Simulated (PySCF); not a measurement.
# Spinor energies of Ca+ (calcium, charge +1)

Start: [Ar] 4s1; 4s1/2 filled at m_j = +1/2. Calculated with PySCF 2.14 in x2c-QZVPPall-2c (11s9p4d3f, 79 functions): generalised Hartree-Fock with the X2C-1e Hamiltonian and a Gaussian nucleus; one run each with spin-orbit coupling (SO) switched off, then screened by Boettger's factors.

| spinor shell | electrons | ε, spin-free (eV) | ε, screened SO (eV) | weight of nominal j (screened SO) | rms radius, screened SO (bohr) |
| --- | --- | --- | --- | --- | --- |
| 1s1/2 | 2 | -4091.5 | -4091.5 | 1.000 | 0.0888 |
| 2s1/2 | 2 | -468.26 | -468.26 | 1.000 | 0.393 |
| 2p1/2 | 2 | -377.76 | -380.34 | 1.000 | 0.360 |
| 2p3/2 | 4 | -377.76 | -376.49 | 1.000 | 0.363 |
| 3s1/2 | 2 | -68.091 | -68.090 | 1.000 | 1.24 |
| 3p1/2 | 2 | -43.011 | -43.302 | 0.982 | 1.37 |
| 3p3/2 | 4 | -43.011 | -42.867 | 0.991 | 1.38 |
| 4s1/2 | 1 | -11.380 | -11.380 | 1.000 | 3.94 |

```
   quantity   spin-free  screened SO
E (hartree)  -679.44555   -679.44909
        M_J         1/2          1/2
       ⟨J²⟩       0.750        0.750
       ⟨L²⟩       0.000        0.000
       ⟨S²⟩       0.750        0.750
```

Each row is a mean over spinors that exchange with the open shell spreads, by up to 0.319 eV (3s1/2).

Without spin-orbit coupling the j labels of p, d and f shells carry no meaning; the spin-free column gives the mean over the occupied spinors of each nl shell.
